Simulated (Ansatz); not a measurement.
An input meant for CH₅BrSn⁻, that is SnH2MeBr with one electron more (charge -1, doublet).

```yaml
crystal:
  periodic: [false, false, false]
  atoms:
    - {symbol: Sn, position_ang: [0.556578, -0.684085, 0.398936]}
    - {symbol: H, position_ang: [0.515528, -0.793271, 2.123732]}
    - {symbol: H, position_ang: [2.170260, -0.809689, -0.208272]}
    - {symbol: C, position_ang: [-0.505793, 1.034899, -0.365902]}
    - {symbol: H, position_ang: [-0.040758, 1.962176, 0.021773]}
    - {symbol: H, position_ang: [-1.561286, 0.983188, -0.039657]}
    - {symbol: D, position_ang: [-0.460369, 1.029273, -1.470915]}
    - {symbol: Br, position_ang: [-0.674160, -2.722482, -0.459694]}
basis:
  gaussian: {orbitals: def2-mTZVP}
total_charge: -1
magnetization: {spin_polarized: true, initial_magnetization: 1}
hamiltonian: {xc: {name: r2SCAN}}
scf: {omitted_lower_state_checks: [starts]}
output: {forces: true}
```

```sh
$ ansatz run in.yaml --threads 4 --pin off --events-out ev --progress --plain --max-ram 3916MiB
```

It prints (some lines left out):

```
Error: YAML parse error: error: line 10 column 16: `D` is not an element symbol (H … Og, case-exact)
 8 |     - {symbol: H, position_ang: [-0.040758, 1.962176, 0.021773]}
 9 |     - {symbol: H, position_ang: [-1.561286, 0.983188, -0.039657]}
10 |     - {symbol: D, position_ang: [-0.460369, 1.029273, -1.470915]}
11 |     - {symbol: Br, position_ang: [-0.674160, -2.722482, -0.459694]}
12 | basis:
```

(1) What is wrong with this run?

Answers

(1) An element symbol is wrong. The input was rejected before any iteration.
